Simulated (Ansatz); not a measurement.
BSiH₇O₂, closed shell: a trajectory.

The input file, in.yaml:

```yaml
crystal:
  periodic: [false, false, false]
  atoms:
    - {symbol: B, position_ang: [-0.684351, 0.055467, -0.805075]}
    - {symbol: Si, position_ang: [1.167166, -0.769973, -0.611299]}
    - {symbol: O, position_ang: [-1.306709, -0.056379, -2.006192]}
    - {symbol: O, position_ang: [-1.337224, 0.713451, 0.196518]}
    - {symbol: H, position_ang: [0.401655, 0.755123, 2.794423]}
    - {symbol: H, position_ang: [-0.182576, 1.133281, 3.068780]}
    - {symbol: H, position_ang: [2.134480, -0.164276, -1.566662]}
    - {symbol: H, position_ang: [1.696797, -0.549664, 0.767679]}
    - {symbol: H, position_ang: [1.134566, -2.238556, -0.851232]}
    - {symbol: H, position_ang: [-2.175778, 0.361655, -2.007797]}
    - {symbol: H, position_ang: [-0.848028, 0.760072, 1.020856]}
basis:
  gaussian: {orbitals: def2-SVP}
hamiltonian: {xc: pbe0, dispersion: d4}
md: {n_steps: 30, timestep: 0.5, temperature: 200, ensemble: npt_langevin, seed: 835, pressure: 1.0, initial_velocities: maxwell_boltzmann}
```

Run by:

```bash
ansatz run in.yaml --threads 4 --pin off --events-out ev --progress --plain --max-ram 9574MiB
```

Output of Ansatz 0.2.0:

```
Error: invalid value for `basis.gaussian`: such a run doesn't read md.pressure; remove what it names
```

The run took about 0.05 s on 4 CPU threads of an Arm Neoverse V2 (shared host).


The program refused the input. A pressure has no meaning for a molecule without a cell.